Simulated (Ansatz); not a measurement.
Reaction (ligand exchange at the Si–F bond): `FC[SiH2]F` + H₂S → `FC[SiH2]S` + H–F

Gas-phase electronic energies from Ansatz, PBE0-D4/def2-TZVP geometries. CCSD(T)/CBS adds triple-zeta CCSD(T) − MP2 to the extrapolated MP2 energy (def2 sets, frozen cores). This one scheme is used for every species. Functionals use def2-TZVPP. Each species was taken in one conformer, which may not be the lowest.

CCSD(T)/CBS gives +0.71 eV.

Question: Another level gave +0.79 eV. Which?
A. LC-ωPBE/def2-TZVPP
B. SCS-MP2/def2-TZVPP
C. LDA (SPW92)/def2-TZVPP
D. BHLYP/def2-TZVPP

Answer: B. SCS-MP2/def2-TZVPP 0.79, LDA (SPW92) 0.63, LC-ωPBE 0.74, BHLYP 0.90 eV.

Question: What do rigid-rotor, harmonic-oscillator terms from PBE0-D4/def2-TZVP frequencies (298.15 K, 1 bar) make of the CCSD(T)/CBS value? (Best estimate.)

Answer: Computed: ΔZPE = +0.03 eV, ΔH = +0.76 eV, ΔS = -8 J/(mol·K), ΔG = +0.78 eV.

Largest T1 diagnostic among the species: 0.011.

At CCSD(T), def2-SVP lies +0.04 eV from the extrapolated value and def2-TZVPP +0.03 eV. In def2-TZVPP, CCSD(T) changes the Hartree–Fock value by −0.24 eV (the triples alone add −0.04 eV) and MP2 by −0.29 eV. Leaving LDA and LC-ωPBE aside and taking each functional with its dispersion term where it has one, the values, not all of them listed here, spread over 0.28 eV, from revPBE-D4 to CAM-B3LYP-D4.
